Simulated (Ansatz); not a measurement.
Geometry optimisation of AsS₃.

```yaml
crystal:
  periodic: [false, false, false]
  atoms:
    - {symbol: As, position_ang: [0.597050, 1.766950, -1.901960]}
    - {symbol: S, position_ang: [0.333500, -0.067590, -1.073170]}
    - {symbol: S, position_ang: [-0.581480, -1.741980, 1.825950]}
    - {symbol: S, position_ang: [-0.349060, 0.042610, 1.149180]}
basis:
  gaussian: {orbitals: def2-SVP}
magnetization: {spin_polarized: true, initial_magnetization: 1}
hamiltonian: {xc: {name: B3LYP}, dispersion: d4}
scf: {omitted_lower_state_checks: [starts]}
output: {orbitals: {seedname: orbitals}}
relax: {f_tol: 0.02, max_steps: 100}
```

```sh
$ ansatz run in.yaml --threads 4 --pin off --events-out ev --progress --plain --max-ram 3916MiB
```

Shortened log:

```
Functional definition: B3LYP
mean field -93330.96405666 eV, -3429.8496670825 hartree, gradient 2.7e-6 eV, S^2 1.458010; 0 other end points of the search recorded, 0 dependent functions left out
relax step   1: F+E_penalty+E_count = -93331.27453363 eV  Δ(F+E_penalty+E_count) = +0.000e0 eV  max|allowed force component| = 1.893e0 eV/Å  Δτ_max = 0.0000 Å  (93 SCF iters, accepted)
mean field -93331.07685706 eV, -3429.8538124209 hartree, gradient 1.1e-5 eV, S^2 1.558684; 0 other end points of the search recorded, 0 dependent functions left out
relax step   2: F+E_penalty+E_count = -93331.37911003 eV  Δ(F+E_penalty+E_count) = -1.046e-1 eV  max|allowed force component| = 1.684e-1 eV/Å  Δτ_max = 0.1061 Å  (49 SCF iters, accepted)
mean field -93331.08667786 eV, -3429.8541733286 hartree, gradient 2.3e-5 eV, S^2 1.590755; 0 other end points of the search recorded, 0 dependent functions left out
relax step   3: F+E_penalty+E_count = -93331.39509499 eV  Δ(F+E_penalty+E_count) = -1.598e-2 eV  max|allowed force component| = 3.129e-1 eV/Å  Δτ_max = 0.0562 Å  (41 SCF iters, accepted)
mean field -93331.09917134 eV, -3429.8546324556 hartree, gradient 2.2e-5 eV, S^2 1.594483; 0 other end points of the search recorded, 0 dependent functions left out
relax step   4: F+E_penalty+E_count = -93331.41097995 eV  Δ(F+E_penalty+E_count) = -1.588e-2 eV  max|allowed force component| = 1.927e-1 eV/Å  Δτ_max = 0.0376 Å  (40 SCF iters, accepted)
mean field -93331.09555524 eV, -3429.8544995665 hartree, gradient 2.0e-5 eV, S^2 1.603266; 0 other end points of the search recorded, 0 dependent functions left out
relax step   5: F+E_penalty+E_count = -93331.41244242 eV  Δ(F+E_penalty+E_count) = -1.462e-3 eV  max|allowed force component| = 2.570e-1 eV/Å  Δτ_max = 0.0616 Å  (38 SCF iters, accepted)
mean field -93331.10214771 eV, -3429.8547418352 hartree, gradient 1.0e-5 eV, S^2 1.604581; 0 other end points of the search recorded, 0 dependent functions left out
relax step   6: F+E_penalty+E_count = -93331.41761301 eV  Δ(F+E_penalty+E_count) = -5.171e-3 eV  max|allowed force component| = 2.885e-2 eV/Å  Δτ_max = 0.0216 Å  (41 SCF iters, accepted)
mean field -93331.10279347 eV, -3429.8547655665 hartree, gradient 1.7e-5 eV, S^2 1.605212; 0 other end points of the search recorded, 0 dependent functions left out
relax step   7: F+E_penalty+E_count = -93331.41791749 eV  Δ(F+E_penalty+E_count) = -3.045e-4 eV  max|allowed force component| = 1.121e-2 eV/Å  Δτ_max = 0.0108 Å  (39 SCF iters, accepted)
mean field -93331.10279347 eV, -3429.8547655665 hartree, gradient 1.7e-5 eV, S^2 1.605212; 0 other end points of the search recorded, 0 dependent functions left out
Total energy: -93331.41811439 eV, -3429.8663533966 hartree
Atom 0 at     0.582814     1.837690    -1.853094 Å, force    -0.003547    -0.007468     0.011207 eV/Å
Atom 1 at     0.326793    -0.181305    -1.054194 Å, force     0.000400    -0.003358    -0.001264 eV/Å
Atom 2 at    -0.584838    -1.711498     1.839568 Å, force     0.003011     0.010653    -0.009558 eV/Å
Atom 3 at    -0.324759     0.055103     1.067719 Å, force     0.000135     0.000173    -0.000385 eV/Å
Dipole moment:     0.042017     0.294875    -0.128897 e Å
Checks for a lower state left out: starts
```

It took 17 s on 4 threads of Arm Neoverse V1 on a shared host.

The charge 0 doublet is spin-contaminated (final ⟨S²⟩ up to 1.61, 0.75 for a pure state). Another isomer (doublet) lies 1.20 eV lower at PBE0-D4/def2-TZVP; other spin states weren't run for this one.
